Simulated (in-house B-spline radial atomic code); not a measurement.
Radial electron density of Ho⁺, [Xe] 4f11 6s1. Computed with an all-electron radial atomic-structure program (B-spline basis): scalar-relativistic (X2C) CAM-B3LYP, spin-polarised, spherical fractional occupations, exact exchange averaged over the configuration, Fermi nucleus of rms radius 5.2022 fm.

One-electron X2C: radii and densities carry no picture-change correction, so inner-shell <1/r> comes out high (for 1s by about 2 % at Z = 33, 5 % at 54, 10 % at 75, 30 % at 118) and <r> low.

Columns: r (bohr), 4πr²n(r) (electrons per bohr), bar.

```
 0.00047    2.644 #
 0.00059     3.69 #
 0.00074    5.122 ##
0.000928    7.076 ###
 0.00117    9.792 ####
 0.00146    13.26 #####
 0.00183    17.91 #######
  0.0023       24 #########
 0.00289    31.66 ############
 0.00362    40.86 ###############
 0.00455    51.71 ###################
 0.00571    63.43 #######################
 0.00716    74.98 ############################
 0.00898    84.78 ###############################
  0.0113    90.96 ##################################
  0.0141    91.88 ##################################
  0.0177    87.81 #################################
  0.0223    81.54 ##############################
  0.0279    78.99 #############################
  0.0351    85.61 ################################
   0.044    101.2 #####################################
  0.0552    116.7 ###########################################
  0.0693    118.8 ############################################
  0.0869    104.8 #######################################
   0.109    91.14 ##################################
   0.137    95.36 ###################################
   0.172    106.8 ########################################
   0.215    96.41 ####################################
    0.27    64.95 ########################
   0.339    47.81 ##################
   0.426    54.45 ####################
   0.534    55.69 #####################
    0.67    39.93 ###############
   0.841    23.32 #########
    1.05    15.26 ######
    1.32    10.85 ####
    1.66    6.511 ##
    2.08    3.017 #
    2.62    1.183 
    3.28   0.5592 
    4.12   0.2993 
    5.17    0.125 
    6.48   0.0323 
    8.13 0.004416 
    10.2 0.0002768 
    12.8 6.547e-06
```

On this grid the curve has 4 maxima, near 0.0141, 0.0693, 0.172, 0.534 bohr.

The 4f down radial function P(r) = rR(r), positive near the nucleus:

| r (bohr) | P |
| --- | --- |
| 0.0279 | 0.001693 |
| 0.044 | 0.007969 |
| 0.0693 | 0.03336 |
| 0.109 | 0.1182 |
| 0.172 | 0.3374 |
| 0.27 | 0.7105 |
| 0.426 | 1.049 |
| 0.67 | 1.038 |
| 1.05 | 0.725 |
| 1.66 | 0.3778 |
| 2.62 | 0.1526 |
| 4.12 | 0.04522 |
| 6.48 | 0.007237 |
